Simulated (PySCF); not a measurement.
Simulated outer-valence photoelectron spectrum of `[SiH3][GeH3]`. Computed with EOM-IP-CCSD/aug-cc-pVDZ in PySCF, restricted Hartree–Fock reference, 14 core orbitals frozen, non-relativistic, gas phase, PBE0-D3(BJ)/def2-SVP geometry.

Each root has a Gaussian of 0.3 eV full width with its one-hole share as area; cross sections and vibrations are left out, and the highest printed point is 100.

(ionisation energy (eV), intensity): (10.0, 0), (10.2, 15), (10.4, 61), (10.6, 21), (10.8, 1), (11.0, 0), (11.2, 0), (11.4, 0), (11.6, 9), (11.8, 96), (12.0, 82), (12.2, 6), (12.4, 5), (12.6, 76), (12.8, 100), (13.0, 11), (13.2, 0), (13.4, 0), (13.6, 0), (13.8, 0), (14.0, 0), (14.2, 0), (14.4, 0), (14.6, 0), (14.8, 0), (15.0, 0), (15.2, 0), (15.4, 0), (15.6, 0), (15.8, 0), (16.0, 0), (16.2, 0), (16.4, 0), (16.6, 2), (16.8, 34), (17.0, 46), (17.2, 5), (17.4, 0), (17.6, 0), (17.8, 0), (18.0, 0), (18.2, 6), (18.4, 45), (18.6, 28), (18.8, 1)

Q: Where are the maxima, and how many lines lie under the curve?

A: 5 maxima, at 10.4, 11.9, 12.7, 16.9 and 18.5 eV, from 5 lines (7 roots with degenerate partners counted).

Q: List the lines with their holes.

A: 
| E (eV) | leading hole (HF orbital) | area | Koopmans (eV) |
| --- | --- | --- | --- |
| 10.41 | HOMO | 0.96 | 10.84 |
| 11.89 | HOMO-1/HOMO-2 | 1.88 | 12.57 |
| 12.72 | HOMO-3/HOMO-4 | 1.87 | 13.45 |
| 16.92 | HOMO-5 | 0.85 | 18.54 |
| 18.46 | HOMO-6 | 0.79 | 20.75 |

The widest gap, 4.20 eV, lies between 12.72 and 16.92 eV. Only orbitals with −ε under 21 eV, eight at most, were ionised, so the high end of the curve may lack lines.
